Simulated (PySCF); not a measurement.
C5H12O2P (charge -1).
Z-matrix (Å and degrees, PBE0-D3(BJ)/def2-SVP geometry), rows numbered from 1:
```
C 
C   1  1.5264
C   2  1.5252  1  111.48
C   2  1.5291  1  111.02  3  -125.96
P   4  1.8666  2  110.94  1   -71.50
C   5  1.8511  4  101.62  2  -173.01
O   5  1.5189  4  108.76  2    73.87
O   5  1.5154  4  106.46  2   -59.72
H   1  1.1057  2  110.33  3    56.48
H   1  1.1040  2  111.57  3   -63.13
H   1  1.1021  2  109.42  3   174.73
H   2  1.1060  1  108.00  3   119.04
H   3  1.1047  2  111.66  1    56.19
H   3  1.1050  2  110.83  1   -63.51
H   3  1.1027  2  111.48  1   176.82
H   4  1.1062  2  110.70  1    51.33
H   4  1.1050  2  109.72  1   170.15
H   6  1.1015  5  111.46  4    63.46
H   6  1.1019  5  111.20  4   -59.58
H   6  1.1014  5  107.10  4  -177.80
```

The closed-shell ground state was solved at several levels (PySCF, density fitting, gas phase, non-relativistic). The geometry's basis has no diffuse functions, a weakness for an anion. No diffuse functions stand in pcSseg-1, which bears on an anion's orbital energies.

```csv
level,basis functions,total energy (Eh),HOMO (eV),LUMO (eV),gap (eV)
B3LYP/def2-SVPD,266,-689.3618,-1.99,3.46,5.45
PBE0/pcSseg-1,203,-689.0907,-1.91,4.81,6.72
```

Task: Estimate the row for KT3/pcSseg-1, a basis of 203 functions; the other rows only guide the guess.

Result: Total energy -697.3581 Eh, HOMO -0.49 eV, LUMO 3.94 eV, gap 4.43 eV.

Task: Over all these levels, which gives the widest orbital gap and which the narrowest?

Result: PBE0/pcSseg-1 (global hybrid, 25 % exact exchange) has the widest, 6.72 eV, and KT3/pcSseg-1 (GGA) the narrowest, 4.43 eV. The two share the basis. From the narrowest to the widest the HOMO moves by -1.42 eV and the LUMO by +0.87 eV.

One conformer stands for the species.
